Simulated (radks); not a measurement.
Task: Excited configurations of Eu III: one electron is placed in a higher orbital outside [Xe] 4f6. The ground configuration is [Xe] 4f7. All-electron calculation, scalar-relativistic Kohn-Sham, PBE, spin-unpolarised, spherical densities, point nucleus. Program: a radial shooting solver on a logarithmic mesh with Libxc functionals. Excitation = E - E(ground); binding = E(ion) - E, where the ion is the core of charge +3; n* = 3/sqrt(2 binding) in atomic units, and the quantum defect is n - n*.

| outer orbital | excitation (eV) | binding (eV) | n* | quantum defect | eigenvalue (eV) | <r> (bohr) |
|---|---|---|---|---|---|---|
| 5d | 4.625 | 19.777 | 2.488 | 2.512 | -15.165 | 2.389 |
| 7p | 16.174 | 8.228 | 3.858 | 3.142 | -7.018 | 7.408 |
| 7d | 18.489 | 5.913 | 4.551 | 2.449 | -5.010 | 9.727 |
| 7f | 20.657 | 3.744 | 5.719 | 1.281 | -3.178 | 14.83 |

Estimate the row for 5f.

Result: excitation (eV) 16.471; binding (eV) 7.931; n* 3.929; quantum defect 1.071; eigenvalue (eV) -6.260; <r> (bohr) 5.689. The Delta-SCF ionisation energy is 24.402 eV (NIST Atomic Spectra Database: 24.84 eV, semi-empirical). Self-interaction in the functional shifts the binding energies and quantum defects, so they are the method's values and not measured ones. Spin polarisation and multiplet splitting are left out, so open shells lie too high by an amount that depends on their filling. Spin-orbit splitting is averaged out at the scalar-relativistic level.

Beside tabulated values, note that spin-unpolarised runs miss the spin-polarisation part of the exchange energy of open shells.
